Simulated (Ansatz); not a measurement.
Relaxation of B2ClH4NO (9 atoms, charge 0, multiplicity 1), to a largest force component of 0.015 eV/Å in at most 40 steps.

Theory: RKS B3LYP-D4/cc-pVDZ in Ansatz.

```xyz
9
Properties=species:S:1:pos:R:3:forces:R:3
B 0.098 1.534 -0.325 0.53 1.03 0.26
O 1.010 0.500 -0.108 -2.87 -1.88 -1.16
B 0.248 -0.743 -0.353 2.14 -0.08 1.12
N -0.295 -1.469 0.821 -2.81 0.35 -1.91
Cl 0.294 -1.528 -2.031 -0.20 0.91 0.98
H -0.584 2.026 0.563 0.22 -0.44 0.10
H -0.025 2.068 -1.405 0.16 -0.29 -0.19
H 0.261 -2.288 1.051 0.13 -0.24 0.06
H -1.303 -1.853 0.538 2.70 0.64 0.74
```

**Question.** Where does it end, and by what steps?

**Answer.** The run converged. After 14 steps the energy has fallen by 2.084 eV; H9 moved furthest, 1.50 Å.

| step | energy less start (eV) | largest force component (eV/Å) | accepted |
| --- | --- | --- | --- |
| 0 | 0.0000 | 2.872 | yes |
| 1 | -0.4888 | 1.723 | yes |
| 2 | -0.7566 | 1.438 | yes |
| 3 | -0.9954 | 1.452 | yes |
| 4 | -1.2855 | 1.022 | yes |
| 5 | -1.5100 | 0.642 | yes |
| 6 | -1.6942 | 0.582 | yes |
| 7 | -1.8329 | 0.733 | yes |
| 8 | -1.9799 | 0.581 | yes |
| 9 | -2.0688 | 0.174 | yes |
| 10 | -2.0800 | 0.211 | yes |
| 11 | -2.0836 | 0.089 | yes |
| 12 | -2.0837 | 0.129 | yes |
| 13 | -2.0840 | 0.028 | yes |
| 14 | -2.0840 | 0.002 | yes |

```xyz
9
Properties=species:S:1:pos:R:3
B 0.132 1.699 -0.326
O -0.042 0.472 0.238
B -0.104 -0.798 -0.309
N -0.177 -1.893 0.547
Cl -0.104 -1.069 -2.084
H 0.120 2.641 0.428
H 0.292 1.819 -1.515
H -0.182 -1.778 1.553
H -0.227 -2.848 0.218
```

Run time: 47 s on 1 thread of Intel(R) Xeon(R) 6975P-C (Granite Rapids), on a shared host, peak memory 0.21 GiB.
